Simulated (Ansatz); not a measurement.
C3H5BO, SMILES `C=C1CBO1`. Charge 0, multiplicity 1. All single points use the PBE0-D4/def2-TZVP geometry.

```xyz
10

C    -1.394   -0.763    0.749
C    -0.375   -0.075    0.277
C     0.720   -0.233   -0.748
B     1.051    1.211   -0.197
O     0.001    1.211    0.697
H    -2.030   -0.357    1.525
H    -1.603   -1.749    0.358
H     0.376   -0.319   -1.780
H     1.432   -1.034   -0.542
H     1.822    2.107   -0.338
```

(1) What is the dipole moment at ωB97M-V/def2-TZVPP? (Estimate.)

(2) And with PBE, r2SCAN, B3LYP? (Best estimate.)

(3) Give the Mulliken charges with ωB97M-V, B3LYP, r2SCAN in def2-TZVPP. (Best estimate.)

## Answers

(1) Computed: 1.46 D, with components (0.46, -0.99, -0.97) D in this frame, pointing from negative to positive charge.

(2) The calculation gave: PBE 1.37 D, r2SCAN 1.43 D, B3LYP 1.46 D.

(3) The calculation gave: 
| atom | ωB97M-V | B3LYP | r2SCAN |
| --- | --- | --- | --- |
| C1 | -0.27 | -0.28 | -0.27 |
| C2 | 0.18 | 0.19 | 0.21 |
| C3 | -0.30 | -0.26 | -0.18 |
| B4 | 0.13 | 0.18 | 0.20 |
| O5 | -0.28 | -0.28 | -0.29 |
| H6 | 0.11 | 0.11 | 0.10 |
| H7 | 0.10 | 0.11 | 0.09 |
| H8 | 0.12 | 0.10 | 0.07 |
| H9 | 0.12 | 0.10 | 0.07 |
| H10 | 0.08 | 0.03 | 0.00 |

B3LYP here is the variant with VWN-RPA as its local correlation; programs differ in this.
